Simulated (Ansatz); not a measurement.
`[OH][GeH2][GeH2][F]`. Total charge 0; spin multiplicity 1. Correlated methods include outer-core shells of Ge, which these sets cover unevenly. Scalar relativity is left out up to krypton.

```xyz
9

O     0.041    1.843    1.140
Ge    0.757    0.263    0.701
Ge   -0.563   -0.679   -1.122
F    -0.024   -2.333   -1.327
H    -0.735    1.755    1.698
H     0.748   -0.675    1.924
H     2.190    0.595    0.267
H    -2.066   -0.769   -0.797
H    -0.347    0.000   -2.485
```

Problem. Give the diagnostics of a CCSD(T)/def2-TZVPP run (frozen core, the Gaussian-basis code of Ansatz). (Best estimate.)

Solution. Ansatz gave: T1 = 0.0121, largest single amplitude 0.015, largest double 0.027, (T) share of the correlation energy 3.2 %, 9 CCSD cycles. The RHF solution is stable towards an unrestricted one. T1 lies under the customary mark of 0.02 for closed shells.
